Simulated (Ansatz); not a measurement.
AgCl, closed-shell singlet (the spin of the measured ground state), most abundant isotopes (106.9051 and 34.9689 u). Constants from fifth-degree fits in 1/R to seven points on the lowest solution found; no spin–orbit coupling, no relativity up to Kr; ω_e x_e and α_e move by some per cent with the fit.

Correlated levels freeze the inner cores; with def2 sets outer-core shells near the valence are correlated too. CBS(a, b) extrapolates the correlation energy as X⁻³ and adds the Hartree–Fock energy of set b.

Run with Ansatz (Gaussian basis) for Hartree–Fock, density functionals and correlated methods. Values without a source in brackets are computed. In def2 rows elements past Kr take small-core potentials, without spin–orbit coupling.

```
level                                r_e (Å)  ω_e (cm⁻¹)  ω_e x_e (cm⁻¹)  α_e (cm⁻¹)
-----------------------------------  -------  ----------  --------------  ----------
PBE/def2-TZVPP                        2.2811       330.2            1.32    0.000665
CCSD(T)/CBS(def2-TZVPP, def2-QZVPP)   2.2843       346.2            1.12    0.000567
```

D_e from total energies of the atoms and the molecule: 3.18 eV at PBE/def2-TZVPP; 3.21 eV at CCSD(T)/CBS(def2-TZVPP, def2-QZVPP).

**Question.** Derive the rotational constants, the centrifugal constant, the fundamental, the zero-point energy and the force constant, and test the Morse rule for the well depth.

**Answer.** 
μ = 26.34979 u.
- PBE/def2-TZVPP: B_e = 16.8576/(μ r_e²) = 0.12295 cm⁻¹; B₀ = B_e − α_e/2 = 0.12262 cm⁻¹; D = 4B_e³/ω_e² = 6.82e-08 cm⁻¹; fundamental ω_e − 2ω_e x_e = 328 cm⁻¹; zero-point energy ω_e/2 − ω_e x_e/4 = 165 cm⁻¹; k = μ(2πcω_e)² = 169 N/m; the line J = 1 ← 0 at 2B₀ = 7.352 GHz; a Morse well would hold ω_e²/(4ω_e x_e) = 2.56 eV against the computed D_e of 3.18 eV
- CCSD(T)/CBS(def2-TZVPP, def2-QZVPP): B_e = 16.8576/(μ r_e²) = 0.12261 cm⁻¹; B₀ = B_e − α_e/2 = 0.12232 cm⁻¹; D = 4B_e³/ω_e² = 6.15e-08 cm⁻¹; fundamental ω_e − 2ω_e x_e = 344 cm⁻¹; zero-point energy ω_e/2 − ω_e x_e/4 = 173 cm⁻¹; k = μ(2πcω_e)² = 186 N/m; the line J = 1 ← 0 at 2B₀ = 7.334 GHz; a Morse well would hold ω_e²/(4ω_e x_e) = 3.31 eV against the computed D_e of 3.21 eV

Measured for the ground state: r_e 2.2808 Å [microwave values compiled in ACS Omega 2, 8373 (2017)]; ω_e 343.49 cm⁻¹ [Huber and Herzberg (1979), NIST Chemistry WebBook].

Ansatz is a first-principles code.
